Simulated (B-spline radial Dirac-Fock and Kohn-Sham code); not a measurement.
How the levels of osmium move as electrons are removed

Level of theory: relaxed Dirac-Fock hole states (ΔSCF) with Breit and QED corrections and a finite nucleus; an atomic code on a B-spline grid. Each ion is free and in its tabulated ground configuration. Correlation and solid-state effects are left out.

Reference: Os²¹⁺, [Kr] 4d10 4f9, with 1s 74467.1 eV, 2p1/2 12983.0 eV, 3p1/2 3389.2 eV, 3p3/2 3054.2 eV, 4d3/2 844.9 eV, Kα1 (K-L3) 62998.2 eV, Kβ1 (K-M3) 71412.9 eV, Lα1 (L3-M5) 8915.2 eV. Shifts from it, in eV (a dash: the subshell is empty, belongs to an open shell averaged over j, or its hole state is left out as unreliable):

```tsv
ion	configuration	1s	2p1/2	3p1/2	3p3/2	4d3/2	Kα1	Kβ1	Lα1
Os²²⁺	[Kr] 4d10 4f8	+51.2	+52.1	+53.1	+53.0	+44.6	-1.16	-1.82	-0.64
Os²³⁺	[Kr] 4d10 4f7	+103.8	+105.8	+107.8	+107.5	+90.2	-2.38	-3.64	-1.23
Os²⁴⁺	[Kr] 4d10 4f6	?	?	?	?	?	?	?	?
Os²⁵⁺	[Kr] 4d10 4f5	+213.7	+218.0	+221.7	+220.9	+184.4	-5.02	-7.20	-2.22
```

Q: Give the missing shifts for Os²⁴⁺.

A: 1s +158.0, 2p1/2 +161.1, 3p1/2 +164.0, 3p3/2 +163.5, 4d3/2 +136.8, Kα1 -3.67, Kβ1 -5.43, Lα1 -1.76 (eV).

Over this range K (1s) moves by +213.7 eV and Kα1 by -5.0 eV: a line is a difference of two levels that shift in the same direction.

Values without a named source are computed, but for edge energies of neutral atoms, which are taken from tables.
